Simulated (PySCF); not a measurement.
**Correlation energy of Yb⁵⁴⁺ (ytterbium, charge +54)**

[Ne] 3s2 3p4, high-spin 3P determinant. Calculation: PySCF 2.14, in an even-tempered Gaussian basis (17 s from 13 bohr⁻², ratio 2.5; 12 p from 17 bohr⁻², ratio 2.5; 4 d from 69 bohr⁻², ratio 2.7; 4 f from 100 bohr⁻², ratio 2.7); scalar relativity by spin-free X2C-1e. Frozen: 1s2; 14 electrons correlated; the 20 highest virtual orbitals of each spin left out.

| level | correlation energy (mhartree) |
| --- | --- |
| CCSD | -613.72 |
| (T) | -0.69 |
| CCSD(T) | -614.41 |

Diagnostics: T1 = 0.00034, D1 = 0.0015, largest double amplitude 0.015.

Problem. Is a single reference adequate?

Solution. Yes, within this model without spin-orbit coupling: T1 lies below 0.03 and no double amplitude reaches 0.07.

At this charge the one-electron X2C treatment keeps the bare 1/r₁₂, with no two-electron picture change or Breit term. The effect here is smaller than on the frozen 1s shell; and a scalar Hamiltonian misses the large spin-orbit splitting of the p shells, which matters for ns² → np² pairs.

Spin-orbit coupling is strong in this species, so the high-spin LS determinant is a model state.
